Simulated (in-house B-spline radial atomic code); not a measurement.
Configurations of Ru+, with energies counted from [Kr] 4d7. Computed with a B-spline radial code for spherical atoms: scalar-relativistic (X2C) CAM-B3LYP, spin-polarised, spherical fractional occupations, exact exchange averaged over the configuration, Fermi nucleus of rms radius 4.4809 fm. Shells without spins written out take the highest spin.

Occupations are held fixed; configurations that lie above the ionisation limit could autoionise.

```csv
configuration,E - E(ref) (eV),highest orbital,its <r> (bohr)
[Kr] 4d6 5f1,14.293,5f up,14.6
[Ar] 3d10 4s2 4p5 4d8,42.162,4d down,1.647
[Ar] 3d10 4s2 4p5 4d7 5f1,57.136,5f up,14.54
```

Order these further configurations by energy, lowest first.
A. [Ar] 3d10 4s2 4p5 4d7 5d1
B. [Kr] 4d6 5s1
C. [Ar] 3d10 4s2 4p5 4d7 4f1
D. [Kr] 4d6 5p1

B (0.91272 eV), D (5.8498 eV), A (53.794 eV), C (55.942 eV).
